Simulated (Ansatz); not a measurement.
A set of 12 reactions (ligand exchange), with CCSD(T)/CBS values in kJ/mol:

| reaction | ΔE |
| --- | --- |
| `O[Si](O)(F)[SiH2]Cl` + `C[SiH](S)Cl` → `C[SiH](Cl)S[SiH2]Cl` + `O[SiH](O)F` | -85.2 |
| `C=C[SiH2][NH][GeH3]` + NH₃ → `C=C[SiH2]N` + `[NH2][GeH3]` | 17.6 |
| `C=C[SiH](C)F` + CH₃NH₂ → `CN[SiH](C)F` + `C=C` | -66.1 |
| `O[Si](O)(F)[SiH2]Cl` + H₂S → `O[Si](O)(F)S` + `[SiH3]Cl` | -70.9 |
| `O[SiH](O)[SiH](O)F` + `C[SiH](O)O` → `C[Si@H](O)O[Si@@H](O)F` + `O[SiH2]O` | -169.1 |
| `[NH2][GaH][CH2]S` + NH₃ → `[NH2][GaH][NH2]` + CH₃SH | -45.6 |
| `FC[SiH2]CCl` + CH₃NH₂ → `CN[SiH2]CCl` + `CF` | -73.2 |
| `F[SiH](Cl)[SiH2]Cl` + NH₃ → `N[SiH](F)Cl` + `[SiH3]Cl` | -84.7 |
| `CC1=CC(C)=[O+][B-](C)(O)O1` + HCl → `CC1=CC(C)=[O+][B-](O)(Cl)O1` + CH₄ | -98.1 |
| `BS[SiH2]OC` + H₂Se → `CO[SiH2][SeH]` + `BS` | -3.8 |
| `C=C[N]([GeH3])[SiH2]Cl` + `O[SiH](F)S` → `O[SiH](F)S[SiH2]Cl` + `C=C[NH][GeH3]` | 8.6 |
| `C[Si](C)(C)[CH2][Ga]([F])[F]` + H₂S → `[F][Ga]([F])[SH]` + `C[Si](C)(C)C` | -56.4 |

Program: Ansatz. Geometries: PBE0-D4/def2-TZVP. ΔE: electronic, gas phase. CCSD(T)/CBS is the MP2 limit (def2-TZVPP, def2-QZVPP) plus CCSD(T) − MP2 in def2-TZVPP, frozen cores. This one scheme is used for every species. DFT in def2-TZVPP. B3LYP here is the variant with VWN-RPA as its local correlation; programs differ in this. For Ga, Ge, Se outer-core shells are correlated without core-valence functions, which leaves a few kJ/mol of doubt a bond. Scalar relativity is left out up to krypton. Each species was taken in one conformer, which may not be the lowest.

Q: Give the mean, mean absolute and largest difference (level minus CCSD(T)/CBS, kJ/mol) for: PBE-D4, r2SCAN-D4, PBE0-D4, B3LYP-D4, B2PLYP, B3LYP, HF/def2-TZVPP, MP2/def2-TZVPP, CCSD(T)/def2-TZVPP, MP2/def2-QZVPP, SCS-MP2/def2-QZVPP, HF/CBS(def2), MP2/CBS(def2), CCSD/CBS(def2). (Estimate.)

A: Computed: 
```tsv
level	mean	mean absolute	largest
PBE-D4	6.5	10.4	31.5
r2SCAN-D4	-1.1	4.1	-10.5
PBE0-D4	2.8	6.8	18.1
B3LYP-D4	0.5	3.6	7.1
B2PLYP	-2.6	3.5	-10.8
B3LYP	-1.4	6.4	-14.2
HF/def2-TZVPP	-10.9	11.5	-24.6
MP2/def2-TZVPP	-3.4	4.1	-10.5
CCSD(T)/def2-TZVPP	0.3	1.5	3.1
MP2/def2-QZVPP	-3.7	4.1	-12.3
SCS-MP2/def2-QZVPP	-3.9	4.1	-8.9
HF/CBS(def2)	-11.3	11.9	-25.7
MP2/CBS(def2)	-3.7	3.9	-13.4
CCSD/CBS(def2)	-1.2	1.5	-3.3
```

The largest T1 diagnostic in the set is 0.016, for `CC1=CC(C)=[O+][B-](O)(Cl)O1` (customary mark 0.02).

CCSD(T)/CBS is a level of theory with its own doubt, and the functionals carry their triple-zeta basis error, so these figures describe this set and don't rank the functionals.
